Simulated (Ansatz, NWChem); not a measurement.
# How basis sets differ on Cu2 (SMILES [Cu][Cu])

The species is Cu2 (2 atoms), meant as a singlet with charge 0. As SMILES, `[Cu][Cu]`. The bond length is the measured one.

```
atom   x (Å)   y (Å)   z (Å)
  Cu  0.0000  0.0000  0.0000
  Cu  0.0000  0.0000  2.2197
```

Quantity: the vertical energy of the triplet above the singlet, in eV. The values are calculated.

```json
{"level": "MP2/pcseg-0", "kind": "perturbation theory", "program": "Ansatz", "value (eV)": "2.99", "CPU time (all runs)": "19 s"}
{"level": "MP2/pcseg-1", "kind": "perturbation theory", "program": "Ansatz", "value (eV)": "3.32", "CPU time (all runs)": "25 s"}
{"level": "MP2/def2-SVPD", "kind": "perturbation theory", "program": "NWChem", "value (eV)": "1.86", "CPU time (all runs)": "51 s"}
{"level": "MP2/pcseg-2", "kind": "perturbation theory", "program": "Ansatz", "value (eV)": "4.32", "CPU time (all runs)": "1.7 min"}
```

The values span 1.86 to 4.32 eV. CPU times are rough (shared hosts, several kinds of processor): they show what a rung costs within a factor of a few.
